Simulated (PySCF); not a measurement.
[Nd(NH2)2]+: from a saddle point downhill

PySCF 2.14.0, RKS PBE0, Nd lcecp-1-SVP with ECP49, N def2-SVP, H def2-SVP; non-relativistic Hamiltonian with scalar-relativistic core potentials where named; density fitting; no spin-orbit coupling. Relaxed within the symmetry of its start, the geometry (C2v) is

```xyz
7

Nd    0.0000    0.0000   -0.2405
N     1.7439    0.0000    1.0050
H     2.1422   -0.8120    1.4850
H     2.1422    0.8120    1.4850
N    -1.7439    0.0000    1.0050
H    -2.1422    0.8120    1.4850
H    -2.1422   -0.8120    1.4850
```

and its lowest harmonic modes are -418, -404, 152, 325, 354, 516 cm⁻¹ (negative: unstable). It was moved along the lowest mode and relaxed again, within the group Cs that the move left.

(1) Where does it end, and how much lower?

(2) How do the contacts change?

(3) Is the end a minimum?

An lcecp potential fixes the number of 4f electrons, so in runs with it no electron can move into or out of that shell.

State: singlet in the valence, with the 4f electrons in the core potential.

Answers

(1) In C2v, 0.550 eV lower, after 17 steps:
```xyz
7

Nd    0.0000    0.7736    0.0092
N     1.6869    0.0309    1.0657
H     1.6205   -0.5588    1.9004
H     2.6858    0.1561    0.8841
N    -1.6869    0.0309    1.0657
H    -2.6858    0.1561    0.8841
H    -1.6205   -0.5588    1.9004
```

(2) 
```json
{"contact": "Nd1–N2 (NH2)", "saddle (Å)": "2.143", "end (Å)": "2.124"}
{"contact": "Nd1–N5 (NH2)", "saddle (Å)": "2.143", "end (Å)": "2.124"}
```


(3) Yes; lowest modes 129, 249, 262, 352, 428, 594 cm⁻¹.
